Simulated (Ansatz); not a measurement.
CH8Si2, SMILES `C[SiH2][SiH3]` (charge 0, multiplicity 1).

The numbers are results of r2SCAN/cc-pVTZ // PBE0-D3(BJ)/def2-TZVP in Ansatz (a quantum-chemistry and plane-wave program), not measurements.

Ansatz 0.2 input:
```yaml
crystal:
  periodic: [false, false, false]
  atoms:
    - { symbol: C, position_ang: [-1.674281, -0.357908, 0.264917] }
    - { symbol: Si, position_ang: [-0.285888, 0.712391, -0.405221] }
    - { symbol: Si, position_ang: [1.804821, -0.225403, 0.070373] }
    - { symbol: H, position_ang: [-1.590122, -0.465418, 1.348431] }
    - { symbol: H, position_ang: [-2.647132, 0.084595, 0.040049] }
    - { symbol: H, position_ang: [-1.641667, -1.355059, -0.179233] }
    - { symbol: H, position_ang: [-0.422406, 0.866148, -1.881532] }
    - { symbol: H, position_ang: [-0.352356, 2.075266, 0.194716] }
    - { symbol: H, position_ang: [1.9823, -0.368664, 1.542452] }
    - { symbol: H, position_ang: [1.912087, -1.580618, -0.538663] }
    - { symbol: H, position_ang: [2.914643, 0.614668, -0.456293] }
basis:
  gaussian: { orbitals: cc-pVTZ }
hamiltonian:
  xc: r2scan
```

Output:

```
Functional definition: r2SCAN
1194 factors; their error is unknown
mean field evaluation 1: about -16915.0546 eV, gradient 5.3e1 eV
mean field evaluation 2: about -16909.3176 eV, gradient 6.5e1 eV
mean field evaluation 4: about -16921.5515 eV, gradient 2.3e0 eV
mean field evaluation 8: about -16921.5212 eV, gradient 4.2e-2 eV
mean field -16921.52125267 eV, -621.8544362165 hartree, gradient 3.7e-5 eV, S^2 0.000000; 0 other end points of the search recorded, 0 dependent functions left out
reference -16921.52126628 eV, -621.8544367167 hartree; 21, 21 occupied and 189, 189 virtual orbitals, 1194 factors
Total energy: -16921.52126628 eV, -621.8544367167 hartree
```
